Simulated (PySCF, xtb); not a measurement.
silole (C₄H₆Si), SMILES [SiH2]1C=CC=C1.

Harmonic wavenumbers (cm⁻¹) from GFN2-xTB (xtb 6.7.1) at its own minimum, in rising order: 230, 368, 477, 477, 538, 602, 648, 723, 744, 780, 788, 828, 912, 918, 1003, 1112, 1123, 1265, 1331, 1549, 1616, 2246, 2249, 3046, 3056, 3096, 3097.

### Question
What does r2SCAN-D4/def2-SVP (PySCF) give at its own minimum? (An estimate is asked for; the answer gives what the named calculation found.)

### Answer
239, 376, 495, 540, 624, 677, 696, 725, 755, 758, 879, 928, 963, 995, 995, 1090, 1101, 1289, 1353, 1547, 1618, 2211, 2214, 3143, 3157, 3213, 3214. Paired by order, the mean absolute difference is 47 cm⁻¹ and the zero-point energies are 49.8 and 51.2 kcal/mol.
